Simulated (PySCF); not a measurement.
H2O5Ru, multiplicity 1. Atoms are numbered in the order given.

```xyz
8

Ru    -0.0560    -0.0216     0.0000
O      0.5739    -1.5942     0.0000
O      0.3868     1.6342     0.0000
O     -1.7215    -0.1046     0.0000
O      0.4701    -0.0211     1.8491
H      0.5144     0.9019     2.1567
O      0.4701    -0.0211    -1.8491
H      0.5144     0.9019    -2.1567
```

Geometry: B3LYP-D3(BJ)/def2-SVP. The spin state was assumed, not searched. The def2 effective core potentials stand for the cores of Ru; spin–orbit coupling is left out. Other conformers were not sampled.

Calculation: B3LYP-D3(BJ)/def2-SVP in PySCF 2.14.0.

Frequencies are harmonic and unscaled.

Computed normal modes with their intensities:
```json
[
 {"mode": "1", "ν (cm⁻¹)": "119", "IR (km/mol)": "0.8", "Raman (Å⁴/amu)": "3.3", "depolarisation": "0.65", "moving atoms (share of kinetic energy)": "O 91 %"},
 {"mode": "2", "ν (cm⁻¹)": "245", "IR (km/mol)": "27.5", "Raman (Å⁴/amu)": "2.9", "depolarisation": "0.75", "moving atoms (share of kinetic energy)": "O 88 %, Ru 10 %"},
 {"mode": "3", "ν (cm⁻¹)": "289", "IR (km/mol)": "14.5", "Raman (Å⁴/amu)": "4.3", "depolarisation": "0.75", "moving atoms (share of kinetic energy)": "O 81 %, Ru 16 %"},
 {"mode": "4", "ν (cm⁻¹)": "302", "IR (km/mol)": "1.0", "Raman (Å⁴/amu)": "3.0", "depolarisation": "0.73", "moving atoms (share of kinetic energy)": "O 86 %, H 10 %"},
 {"mode": "5", "ν (cm⁻¹)": "338", "IR (km/mol)": "0.4", "Raman (Å⁴/amu)": "3.3", "depolarisation": "0.70", "moving atoms (share of kinetic energy)": "O 73 %, Ru 23 %"},
 {"mode": "6", "ν (cm⁻¹)": "353", "IR (km/mol)": "3.9", "Raman (Å⁴/amu)": "3.5", "depolarisation": "0.73", "moving atoms (share of kinetic energy)": "O 80 %, Ru 18 %"},
 {"mode": "7", "ν (cm⁻¹)": "403", "IR (km/mol)": "9.4", "Raman (Å⁴/amu)": "4.3", "depolarisation": "0.75", "moving atoms (share of kinetic energy)": "O 91 %, H 9 %"},
 {"mode": "8", "ν (cm⁻¹)": "546", "IR (km/mol)": "182.3", "Raman (Å⁴/amu)": "1.8", "depolarisation": "0.75", "moving atoms (share of kinetic energy)": "H 86 %, O 13 %"},
 {"mode": "9", "ν (cm⁻¹)": "564", "IR (km/mol)": "10.2", "Raman (Å⁴/amu)": "3.6", "depolarisation": "0.75", "moving atoms (share of kinetic energy)": "H 85 %, O 15 %"},
 {"mode": "10", "ν (cm⁻¹)": "599", "IR (km/mol)": "5.8", "Raman (Å⁴/amu)": "28.8", "depolarisation": "0.32", "moving atoms (share of kinetic energy)": "O 96 %"},
 {"mode": "11", "ν (cm⁻¹)": "647", "IR (km/mol)": "110.1", "Raman (Å⁴/amu)": "1.4", "depolarisation": "0.75", "moving atoms (share of kinetic energy)": "O 78 %, Ru 19 %"},
 {"mode": "12", "ν (cm⁻¹)": "892", "IR (km/mol)": "41.3", "Raman (Å⁴/amu)": "24.2", "depolarisation": "0.18", "moving atoms (share of kinetic energy)": "O 94 %"},
 {"mode": "13", "ν (cm⁻¹)": "934", "IR (km/mol)": "112.6", "Raman (Å⁴/amu)": "6.4", "depolarisation": "0.18", "moving atoms (share of kinetic energy)": "O 75 %, Ru 16 %, H 8 %"},
 {"mode": "14", "ν (cm⁻¹)": "987", "IR (km/mol)": "103.4", "Raman (Å⁴/amu)": "21.2", "depolarisation": "0.14", "moving atoms (share of kinetic energy)": "O 83 %, Ru 13 %"},
 {"mode": "15", "ν (cm⁻¹)": "1017", "IR (km/mol)": "186.7", "Raman (Å⁴/amu)": "1.7", "depolarisation": "0.75", "moving atoms (share of kinetic energy)": "H 90 %, O 9 %"},
 {"mode": "16", "ν (cm⁻¹)": "1047", "IR (km/mol)": "8.5", "Raman (Å⁴/amu)": "3.9", "depolarisation": "0.58", "moving atoms (share of kinetic energy)": "H 77 %, O 17 %"},
 {"mode": "17", "ν (cm⁻¹)": "3739", "IR (km/mol)": "145.5", "Raman (Å⁴/amu)": "62.9", "depolarisation": "0.75", "moving atoms (share of kinetic energy)": "H 94 %"},
 {"mode": "18", "ν (cm⁻¹)": "3744", "IR (km/mol)": "82.1", "Raman (Å⁴/amu)": "117.2", "depolarisation": "0.13", "moving atoms (share of kinetic energy)": "H 94 %"}
]
```
